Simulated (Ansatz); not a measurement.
Species: [Zr(CH3)2(H)2] (charge 0, multiplicity 1), formula C₂H₈Zr.

**Question.** How many basis functions does frozen-core CCSD(T)/def2-TZVPP // PBE-D3(BJ)/def2-SVP (Ansatz, an electronic-structure program) use, how many core orbitals are frozen, and how many electrons are correlated?

**Answer.** 230 basis functions and 2 frozen orbitals, which leaves 28 correlated electrons. Core time is of the order of minutes.
